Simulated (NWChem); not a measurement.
## Correlation energy of diphosphane (H4P2)

```
P
H 1 1.4315
H 1 1.4315 2 92.18
P 1 2.2710 2 93.52 3 93.66
H 4 1.4315 1 93.52 2 87.60
H 4 1.4315 5 92.18 1 -93.66
```
Charge 0, spin multiplicity 1.

Everything below was run with NWChem. Structure: optimised with B3LYP/def2-SVP, a minimum by its harmonic frequencies. It is one conformer; others weren't searched.

Basis set: def2-SVP. Each correlation energy counts from its own Hartree-Fock reference.

The correlated methods keep 10 core orbitals frozen. No row is a measurement; the coupled-cluster row has its own basis-set and correlation limits.

Problem. For the correlation energy, MP2 gives -247.4 mHa and SCS-MP2 gives -256.3 mHa. What do CR-CCSD[T], CR-CCSD(T), CCSD give?

Solution. CR-CCSD[T]: -299.8 mHa; CR-CCSD(T): -299.6 mHa; CCSD: -292.7 mHa.
